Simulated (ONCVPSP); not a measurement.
**Plane-wave convergence, ONCV potential for Pb**

- Element: Pb (Z = 82)
- Generator: ONCVPSP 4.0.1
- Type: optimised norm-conserving Vanderbilt (ONCV)
- Functional: LDA (Perdew-Wang 92)
- Relativity: fully relativistic
- Frozen core: [Kr] 4d10 4f14
- Valence charge: 22
- Reference configuration: 5s2 5p6 5d10 6s2 6p2
- Partial waves: 5s+6s: rc 1.35 bohr, ncon 5, nbas 10, qcut 7 1/bohr, 3 projectors, debl 3.4 Ha; 5p+6p: rc 1.65 bohr, ncon 4, nbas 9, qcut 7.4 1/bohr, 2 projectors; 5d: rc 1.35 bohr, ncon 4, nbas 8, qcut 6.9 1/bohr, 2 projectors, debl 0.9 Ha; f scattering state at 0.45 Ha: rc 1.75 bohr, ncon 4, nbas 7, qcut 6.5 1/bohr, 2 projectors, debl 2.9 Ha
- Local potential: polynomial inside 0.90 bohr (lpopt 5, dvloc0 -1 Ha)
- Core correction: polynomial model core, fcfact 0.25

Open shells are filled in proportion to 2j + 1.

For each optimised wave give the share of its norm inside rc, the residual kinetic energy above qcut (Ha) and the cutoffs (Ha) for errors of 10, 1, 0.1 and 0.01 mHa per electron.

```json
{"wave": "5s", "norm inside rc": "0.951", "residual KE": "3.1e-03", "10 mHa": "20.6", "1 mHa": "65.3", "0.1 mHa": "158.6", "0.01 mHa": "177.1"}
{"wave": "6s", "norm inside rc": "0.081", "residual KE": "1.9e-03", "10 mHa": "18.9", "1 mHa": "27.6", "0.1 mHa": "106.8", "0.01 mHa": "187.3"}
{"wave": "s projector 3", "norm inside rc": "0.058", "residual KE": "3.5e-03", "10 mHa": "20.8", "1 mHa": "30.3", "0.1 mHa": "76.2", "0.01 mHa": "162.9"}
{"wave": "5p j=3/2", "norm inside rc": "0.955", "residual KE": "1.4e-06", "10 mHa": "14.0", "1 mHa": "17.5", "0.1 mHa": "20.3", "0.01 mHa": "22.8"}
{"wave": "6p j=3/2", "norm inside rc": "0.044", "residual KE": "5.3e-06", "10 mHa": "10.3", "1 mHa": "13.9", "0.1 mHa": "16.8", "0.01 mHa": "23.9"}
{"wave": "5p j=1/2", "norm inside rc": "0.979", "residual KE": "6.2e-06", "10 mHa": "17.1", "1 mHa": "21.1", "0.1 mHa": "24.2", "0.01 mHa": "27.0"}
{"wave": "6p j=1/2", "norm inside rc": "0.080", "residual KE": "2.5e-06", "10 mHa": "13.4", "1 mHa": "17.8", "0.1 mHa": "21.4", "0.01 mHa": "24.3"}
{"wave": "5d j=5/2", "norm inside rc": "0.585", "residual KE": "8.4e-04", "10 mHa": "18.8", "1 mHa": "23.4", "0.1 mHa": "39.7", "0.01 mHa": "103.1"}
{"wave": "d projector 2 j=5/2", "norm inside rc": "0.024", "residual KE": "6.3e-05", "10 mHa": "12.4", "1 mHa": "18.2", "0.1 mHa": "22.9", "0.01 mHa": "33.7"}
{"wave": "5d j=3/2", "norm inside rc": "0.624", "residual KE": "1.6e-03", "10 mHa": "19.9", "1 mHa": "25.5", "0.1 mHa": "67.0", "0.01 mHa": "121.0"}
{"wave": "d projector 2 j=3/2", "norm inside rc": "0.023", "residual KE": "1.1e-04", "10 mHa": "13.0", "1 mHa": "19.0", "0.1 mHa": "24.0", "0.01 mHa": "40.0"}
{"wave": "f projector 1 j=7/2", "norm inside rc": "0.034", "residual KE": "7.1e-05", "10 mHa": "8.2", "1 mHa": "14.9", "0.1 mHa": "20.3", "0.01 mHa": "53.4"}
{"wave": "f projector 2 j=7/2", "norm inside rc": "0.150", "residual KE": "9.6e-03", "10 mHa": "21.0", "1 mHa": "37.7", "0.1 mHa": "74.2", "0.01 mHa": "85.7"}
{"wave": "f projector 1 j=5/2", "norm inside rc": "0.035", "residual KE": "7.8e-05", "10 mHa": "8.5", "1 mHa": "15.2", "0.1 mHa": "20.6", "0.01 mHa": "54.4"}
{"wave": "f projector 2 j=5/2", "norm inside rc": "0.150", "residual KE": "1.0e-02", "10 mHa": "21.2", "1 mHa": "38.1", "0.1 mHa": "74.1", "0.01 mHa": "85.5"}
```

The occupied waves need 65 Ha and 159 Ha for 1 and 0.1 mHa. Note: ghosts flagged at negative energy: f5/2 at -553.9 eV; GHOST(+) flagged for p3/2 at 171.2 eV, s at 284.0 eV. A true bound ghost makes a file unfit for plane-wave use.
